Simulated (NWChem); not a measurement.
Species: C$_{3}$H$_{2}$N$_{2}$O; SMILES N#C/N=C/C=O

```xyz
8

N      0.3183     3.0057     0.0000
C     -0.0050     1.8831     0.0000
N     -0.5039     0.6406     0.0000
C      0.2734    -0.3829     0.0000
C     -0.3550    -1.7364     0.0000
O      0.3127    -2.7476     0.0000
H      1.3665    -0.3339     0.0000
H     -1.4622    -1.7335     0.0000
```
Atoms are numbered in this order, from 1.

Geometry: optimised at B3LYP/6-31G* (spherical d).

Q: Give the principal values of the shielding tensors (ppm) of N1, C2, N3, C4, C5 from PBE0/pcSseg-1, GIAO (NWChem), with their diamagnetic and paramagnetic parts as GIAO splits them.

A: 
```csv
atom,σ11,σ22,σ33,isotropic,diamagnetic,paramagnetic
N1,-210.8,-110.0,49.4,-90.4,335.6,-426.0
C2,-55.8,-48.2,303.6,66.5,257.5,-191.0
N3,-519.0,-40.9,215.7,-114.7,328.3,-443.1
C4,-122.6,20.1,108.8,2.1,254.7,-252.6
C5,-115.8,-17.4,82.2,-17.0,248.9,-265.8
```
